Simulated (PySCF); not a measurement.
C$_{3}$H$_{10}$Si (SMILES C[SiH](C)C), singlet, geometry from GFN2-xTB. Base run: B3LYP/6-31G run with PySCF.

PySCF was given this input:
```python
from pyscf import gto, scf, dft

mol = gto.Mole()
mol.atom = '''
    Si    0.04227581    0.17410565    0.35767998
    C    -0.94677323    1.32330318   -0.79306653
    C     1.75998590   -0.15337865   -0.39419538
    C    -0.88714883   -1.47441790    0.56171541
    H     0.19817869    0.81616493    1.67671672
    H    -1.08207267    0.88244973   -1.77698739
    H    -1.93349276    1.53106784   -0.39013129
    H    -0.44225768    2.27526120   -0.92863343
    H     2.35085242   -0.80627152    0.24121477
    H     1.68499224   -0.62713212   -1.36922950
    H     2.31726365    0.76979478   -0.52198718
    H    -1.02111986   -1.97760373   -0.39202130
    H    -1.87270611   -1.32118853    0.99105908
    H    -0.34788226   -2.15306147    1.21575889
'''
mol.basis = '6-31g'
mol.verbose = 3
mol.build()

mf = dft.RKS(mol)
mf.xc = 'b3lyp'
mf.kernel()
mo_i, mo_e, stable_i, stable_e = mf.stability(internal=True, external=True, return_status=True, nroots=6, tol=1e-6)
print('internally stable:', stable_i, ' externally stable:', stable_e)
if not stable_e:
    umf = mf.to_uhf() if not hasattr(mf, 'xc') else mf.to_uks()
    umf.scf_summary = {}
    umf.kernel(umf.make_rdm1(mo_e, umf.mo_occ))
```

The bond that is stretched is that between atoms 5 and 1. A test that says stable can miss a lower solution.

Variants of this job, named by their change:

```json
[
 {"change": "base", "ΔE vs base (mEh)": "0.000", "<S^2>": "0.000", "E after following the instability (Eh)": "-", "<S^2> there": "-", "HOMO-LUMO gap (eV)": "10.32", "stability test says": "stable"},
 {"change": "bond × 1.25", "ΔE vs base (mEh)": "20.607", "<S^2>": "0.000", "E after following the instability (Eh)": "-", "<S^2> there": "-", "HOMO-LUMO gap (eV)": "9.18", "stability test says": "stable"},
 {"change": "bond × 1.5", "ΔE vs base (mEh)": "60.351", "<S^2>": "0.000", "E after following the instability (Eh)": "-", "<S^2> there": "-", "HOMO-LUMO gap (eV)": "6.55", "stability test says": "stable"},
 {"change": "bond × 1.8", "ΔE vs base (mEh)": "104.3", "<S^2>": "0.000", "E after following the instability (Eh)": "-409.70326", "<S^2> there": "0.05", "HOMO-LUMO gap (eV)": "4.36", "stability test says": "external instability"},
 {"change": "bond × 2.2", "ΔE vs base (mEh)": "147.3", "<S^2>": "0.000", "E after following the instability (Eh)": "-409.66024", "<S^2> there": "0.00", "HOMO-LUMO gap (eV)": "2.62", "stability test says": "external instability"},
 {"change": "bond × 3.0", "ΔE vs base (mEh)": "191.8", "<S^2>": "0.000", "E after following the instability (Eh)": "-409.66252", "<S^2> there": "0.99", "HOMO-LUMO gap (eV)": "1.13", "stability test says": "external instability"}
]
```

Where a bond breaks into two radicals, a solution with restricted orbitals usually stops being the lowest and lies too high; an unrestricted one lies lower at the price of spin contamination, which <S^2> shows.
